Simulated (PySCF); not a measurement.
CH4O2Si, SMILES CO[Si]O (connectivity only; charge and spin as stated), neutral, multiplicity 1.

Coordinates come from a r2SCAN-D4/def2-SVP optimisation. Other conformers were not sampled.

Level of theory: CAM-B3LYP/def2-TZVPD in PySCF.

Symmetry labels are those of the subgroup Cs that the program uses (full group Cs).

Question: List the valence orbital energies around the gap with their symmetry. (An estimate is asked for; the answer gives what the named calculation found.)

Answer: 
```csv
orbital,symmetry,energy (eV)
HOMO−7,A',-15.66
HOMO−6,A',-14.43
HOMO−5,A",-14.43
HOMO−4,A',-11.91
HOMO−3,A",-11.66
HOMO−2,A',-11.19
HOMO−1,A",-10.13
HOMO,A',-8.54
LUMO,A",-0.25
LUMO+1,A',0.75
LUMO+2,A',0.86
LUMO+3,A',1.61
```
